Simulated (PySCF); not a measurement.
**Ti⁺ (titanium, charge +1) across methods**

[Ar] 3d3, high-spin 4F determinant (an excited configuration). All numbers are calculated (PySCF 2.14, scalar relativity by spin-free X2C-1e, in aug-cc-pVDZ-DK (7s6p4d2f, 59 functions)).

| method | E (hartree) | mean ε 3p α (eV) | mean ε 3p β (eV) | mean ε 3d α (eV) | Σ⟨r²⟩ (bohr²) | ⟨S²⟩ |
| --- | --- | --- | --- | --- | --- | --- |
| MN15 | -853.831 | -45.990 | -43.804 | -10.869 | 22.83 | 3.750 |
| PBE | -853.243 | -42.438 | -40.175 | -8.879 | 23.45 | 3.750 |
| LDA | -851.360 | -42.443 | -40.255 | -8.908 | 23.39 | 3.750 |
| r2SCAN | -853.436 | -43.380 | -40.631 | -8.992 | 22.95 | 3.751 |
| B3LYP | -853.489 | -44.867 | -42.088 | -10.033 | 23.06 | 3.751 |
| UHF | -852.51636 | -54.120 | -48.441 | -14.170 | 22.40 | 3.752 |
| r2SCAN0 | -853.424 | -46.177 | -42.805 | -10.431 | 22.67 | 3.751 |
| PW91 | -853.503 | -42.492 | -40.236 | -8.943 | 23.40 | 3.750 |
| PBE0 | -853.277 | -45.527 | -42.488 | -10.294 | 22.95 | 3.751 |
